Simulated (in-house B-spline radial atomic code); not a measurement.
**Ionising Mn3+ with different functionals**

Computed with a radial B-spline atomic code at the basis-set limit: four-component Dirac-Coulomb Hamiltonian, Fermi nucleus of rms radius 3.7057 fm, spin-restricted, spherical fractional occupations for the functionals. The ionisation energy is the difference of two self-consistent energies, [Ar] 3d4 → [Ar] 3d3, without Breit or QED terms; ε is the level of the shell that loses the electron (mean over j). The electron is taken from both j subshells in proportion to 2j + 1, so the result is a j average, not the step between ground levels.

Hybrids are left out here: with spherical fractional occupations of an open shell their exact exchange keeps a self-interaction that integer-occupation calculations don't have.

```csv
method,rung,ΔSCF (eV),-ε(3d) (eV)
LDA VWN5,LDA,51.05,41.50
relativistic LDA,LDA,51.07,41.52
LDA PW92,LDA,51.05,41.49
LDA exchange-only,LDA,49.29,39.80
PBE,GGA,?,?
PBEsol,GGA,50.72,41.16
BLYP,GGA,50.73,41.19
RPBE,GGA,50.68,41.12
PW91,GGA,50.88,41.31
BP86,GGA,?,?
AM05,GGA,50.73,41.17
OLYP,GGA,50.96,41.34
```

Question: What does BP86 give?

Answer: ΔSCF 50.81 eV, and -ε(3d) = 41.25 eV.

Question: What does PBE give?

Answer: ΔSCF 50.76 eV, and -ε(3d) = 41.20 eV.

Question: How do they compare with the NIST value?

Answer: NIST lists 51.2 eV ± 0.12 (semi-empirical, ground level to ground level). Errors run from -1.92 to -0.14 eV; relativistic LDA is closest (-0.14 eV), though others lie within the uncertainty of it, and part of that can be cancellation, since the calculations leave out Breit-QED terms, spin polarisation, the choice among j levels, multiplet and fine-structure energies.
